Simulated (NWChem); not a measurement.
System: SbBrCl₂; SMILES [Cl][Sb]([Cl])[Br]

Here is an NWChem input.

```
start job
memory heap 200 mb stack 900 mb global 1100 mb
geometry units angstroms noautoz
  Sb     0.581447     0.470201     0.000000
  Cl    -0.756834     1.265510     1.815114
  Cl    -0.756834     1.265510    -1.815114
  Br    -0.152750    -1.963896     0.000000
end
basis spherical
  * library def2-svp
end
ecp
  Sb library def2-ecp
end
dft
  xc b3lyp
  iterations 150
end
tddft
  cis
  nroots 6
  notriplet
end
task tddft energy
```

Geometry: optimised at PBE-D3(BJ)/def2-SVP. def2 effective core potentials on Sb; no spin-orbit coupling.

Vertical excitations in the gas phase.

Question: What results follow from this input? (B3LYP/def2-SVP with def2 effective core potentials on Sb, TDA.) Quantities: lowest excitation, singlet (eV); lowest state with f > 0.02, singlet (eV); orbital gap (eV).

Answer: 
```yaml
lowest excitation, singlet (eV): 4.78
lowest state with f > 0.02, singlet (eV): 4.78
orbital gap (eV): 5.64
```
